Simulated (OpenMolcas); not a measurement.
**Pr4+: ligand-field states by method**

Pr4+ with 6 ligands (chloride, bromide on the axis) in tetragonal octahedral coordination (D4h) at 2.61 Å, the axial distance 2.759 Å. A charge of +0.333 e stands 2.8 Å behind each ligand. Ligand basis ANO-RCC-VDZP.
```
Pr    0.0000    0.0000    0.0000
Cl    2.6100    0.0000    0.0000
Cl    0.0000    2.6100    0.0000
Cl   -2.6100    0.0000    0.0000
Cl    0.0000   -2.6100    0.0000
Br    0.0000    0.0000    2.7588
Br    0.0000    0.0000   -2.7588
```

| Property | Result |
| --- | --- |
| Program | OpenMolcas |
| Basis | ANO-RCC-VDZP [7s6p4d2f1g] |
| Scalar Hamiltonian | DKH2, point nucleus |
| Active space | 1 electron in 7 orbitals (4f) |
| State averaging | 2S+1 = 2 odd, 7 roots |
| Spin-orbit coupling | RASSI with atomic mean-field integrals over the reference wave functions |

I. CASSCF
II. SS-CASPT2, IPEA 0.25 Eh, imaginary shift 0.1 Eh (closed shells correlated: 5s 5p and the ligand valence shells)

Spin-free states (labels of D4, the rotations of D4h) in cm-1, each column counted from its own energy of the first state listed:

```json
{"State": "2B1", "Degeneracy": "1", "I": "0", "II": "0"}
{"State": "2E", "Degeneracy": "2", "I": "639", "II": "580"}
{"State": "2B2", "Degeneracy": "1", "I": "704", "II": "830"}
{"State": "2A2", "Degeneracy": "1", "I": "1682", "II": "2140"}
{"State": "2E", "Degeneracy": "2", "I": "1926", "II": "2190"}
```

From I to II, I's first state of the same spin (2E) moves from 639 to 580 cm-1, by about -62 cm-1.

With spin-orbit coupling the lowest J multiplet is 1059 (I), 1216 (II) cm-1 wide, a factor of 1.15 from I to II.

χT at 300 K: I 0.41, II 0.37 cm3 K/mol.

Over all roots computed the reference weight is 0.66 in II; a low but even weight reflects the number of correlated electrons. Splittings of an f shell from a small cluster at a set distance can be off by tens of per cent, mostly too small (holds for II). No measured value stands beside these numbers; the geometry was imposed, not optimised, and the real ion may take another.
